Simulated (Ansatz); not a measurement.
Mulliken charges of `[O]=[W]([OH])([OH])([OH])[Cl]` from B3LYP/def2-TZVPP in Ansatz (PBE0-D4/def2-TZVP geometry).

```json
{"atom": "O1", "x (Å)": "0.018", "y (Å)": "-1.250", "z (Å)": "1.312", "charge (e)": "-0.357"}
{"atom": "W2", "x (Å)": "0.030", "y (Å)": "-0.083", "z (Å)": "0.077", "charge (e)": "1.180"}
{"atom": "O3", "x (Å)": "1.899", "y (Å)": "-0.151", "z (Å)": "-0.094", "charge (e)": "-0.355"}
{"atom": "O4", "x (Å)": "-1.060", "y (Å)": "-1.042", "z (Å)": "-1.108", "charge (e)": "-0.354"}
{"atom": "O5", "x (Å)": "-0.775", "y (Å)": "1.276", "z (Å)": "1.088", "charge (e)": "-0.354"}
{"atom": "Cl6", "x (Å)": "0.173", "y (Å)": "1.571", "z (Å)": "-1.685", "charge (e)": "-0.397"}
{"atom": "H7", "x (Å)": "2.228", "y (Å)": "0.452", "z (Å)": "-0.773", "charge (e)": "0.211"}
{"atom": "H8", "x (Å)": "-1.395", "y (Å)": "-1.900", "z (Å)": "-0.829", "charge (e)": "0.213"}
{"atom": "H9", "x (Å)": "-1.029", "y (Å)": "1.080", "z (Å)": "1.995", "charge (e)": "0.213"}
```

Problem. By hand: the dipole of these point charges (1 e Å = 4.8032 D).

Solution. Σ q r = (-0.110, -0.384, 0.417) e Å, of length 0.577 e Å = 2.77 D.

Problem. How does the dipole of the full density compare? (An estimate is asked.)

Solution. Ansatz gave: (-0.188, -0.342, 0.384) e Å, 2.63 D; the point charges give 1.05 times that, at 9° from its direction.

Point charges leave out the atoms' own dipoles, such as those of lone pairs, and Mulliken's split depends on the basis, so the close match here is no proof of good charges.

B3LYP here is the variant with VWN-RPA as its local correlation; programs differ in this.
